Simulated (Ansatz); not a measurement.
`[SiH3][O][GeH]` + `O[SiH](Cl)Cl` → `[SiH3]O[SiH](Cl)Cl` + `[OH][GeH]`  (ligand exchange at the Si–O bond)

Program: Ansatz. Geometries: PBE0-D4/def2-TZVP. ΔE: electronic, gas phase. CBS: MP2 limit from def2 TZ/QZ plus the TZ coupled-cluster correction, frozen cores. This one scheme is used for every species. DFT in def2-TZVPP. For Ge outer-core shells are correlated without core-valence functions, which leaves a few kJ/mol of doubt a bond. Scalar relativity is left out up to krypton. One conformer a species, not always the lowest.

`[SiH3][O][GeH]`:

Cartesian coordinates in Å:
```
Si 0.894 -0.460 0.269
O -0.314 0.477 -0.333
Ge -2.096 0.467 -0.169
H 0.344 -1.540 1.136
H 1.816 0.385 1.071
H 1.644 -1.075 -0.856
H -2.288 1.746 -1.118
```

`O[SiH](Cl)Cl`:

```xyz
6

O    -0.992   -0.847    0.310
Si    0.363    0.016    0.090
Cl    0.133    1.934    0.751
Cl    0.869    0.106   -1.885
H    -1.804   -0.563   -0.114
H     1.430   -0.647    0.847
```

`[SiH3]O[SiH](Cl)Cl`:

Z-matrix (Å, degrees):
```
Si
O 1 1.649
H 1 1.483 2 109.5
H 1 1.481 2 107.2 3 -119.7
H 1 1.483 2 109.6 3 120.7
Si 2 1.607 1 146.6 3 -62.2
Cl 6 2.039 2 110.0 1 56.7
Cl 6 2.039 2 110.0 1 -62.7
H 6 1.468 2 109.9 1 177.0
```

`[OH][GeH]`:

Z-matrix (Å, degrees):
```
O
Ge 1 1.791
H 1 0.961 2 111.5
H 2 1.599 1 92.3 3 180.0
```

```tsv
level	ΔE (eV)
BLYP	-0.10
BHLYP	-0.10
CCSD/def2-SVP	-0.12
SCS-MP2/def2-QZVPP	-0.12
```

Q: What does CCSD(T)/CBS give? (Best estimate.)

A: The calculation gave: -0.13 eV. The listed levels differ from it by 0.03, 0.03, 0.01, 0.01 eV.

Largest T1 diagnostic among the species: 0.016.

Leaving LDA and LC-ωPBE aside and taking each functional with its dispersion term where it has one, the values, not all of them listed here, spread over 0.03 eV, from CAM-B3LYP-D4 to PBE-QIDH.
